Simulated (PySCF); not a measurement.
Coordinates in bohr (charge 1 multiplicity 1):
```
V    -0.1777    0.0000    0.0000
H     1.7041    2.7574    0.0000
H     1.7041   -2.7574    0.0000
H     2.7713    1.5808    0.0000
H     2.7713   -1.5808    0.0000
```

All numbers come from PBE0/[V def2-TZVP, H def2-TZVP], no relativity, density fitting, PySCF.

This geometry of VH₄⁺ is a stationary point at this level.

(1) What is the point group?

(2) Is it a minimum?

(3) What are the dipole moment and the gap between the highest occupied and lowest empty levels?

(4) Give the atomic charges and bond orders.

## Answers

(1) C2v.

(2) Yes: all harmonic wavenumbers are real.

(3) 0.83 D about the centre of mass and 3.54 eV.

(4) 
```json
{"atom": "V1", "Mulliken": "0.58", "Löwdin": "0.48", "polar tensor": "0.70", "Mayer order to V1": "–"}
{"atom": "H2,3", "Mulliken": "0.09", "Löwdin": "0.12", "polar tensor": "0.02", "Mayer order to V1": "0.44"}
{"atom": "H4,5", "Mulliken": "0.12", "Löwdin": "0.14", "polar tensor": "0.13", "Mayer order to V1": "0.42"}
```
Other Mayer orders above 0.3: H–H 0.54 (×2).

Stability towards spin polarisation was not tested. This need not be the most stable arrangement of these atoms.
